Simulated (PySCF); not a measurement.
Ligands exchanged one at a time, Ga CH3-NH2. Gas-phase values, no solvent. One relaxed conformer stands for each flexible species; it need not be the lowest. Strings in code marks are SMILES.

Method: PySCF 2.14.0 with B3LYP-D3(BJ)/def2-TZVP. B3LYP has the VWN-RPA correlation part, as in Gaussian. Excitations are Tamm–Dancoff values on a coarser integration grid. The basis has no diffuse functions, so Rydberg states are missing or too high.

| species | HOMO (eV) | brightest of the four lowest singlets (TDA) (eV) | S1 excitation (TDA) (eV) | LUMO (eV) | S1 oscillator strength |
|---|---|---|---|---|---|
| 0 of 3 CH3 replaced by NH2 (`[CH3][Ga]([CH3])[CH3]`) | -7.18 | 6.68 | 5.18 | -0.83 | 0.000 |
| 1 of 3 CH3 replaced by NH2 (`[CH3][Ga]([CH3])[NH2]`) | … | 6.81 | 5.98 | -0.10 | … |
| 2 of 3 CH3 replaced by NH2 | -6.31 | 6.40 | 5.36 | – | 0.001 |
| 3 of 3 CH3 replaced by NH2 (`[NH2][Ga]([NH2])[NH2]`) | -6.50 | … | … | -0.21 | 0.008 |

Problem. What belongs in the gaps?

Solution. 
- 1 of 3 CH3 replaced by NH2 (`[CH3][Ga]([CH3])[NH2]`), HOMO (eV): -6.73
- 1 of 3 CH3 replaced by NH2 (`[CH3][Ga]([CH3])[NH2]`), S1 oscillator strength: 0.042
- 3 of 3 CH3 replaced by NH2 (`[NH2][Ga]([NH2])[NH2]`), brightest of the four lowest singlets (TDA) (eV): 6.34
- 3 of 3 CH3 replaced by NH2 (`[NH2][Ga]([NH2])[NH2]`), S1 excitation (TDA) (eV): 5.29
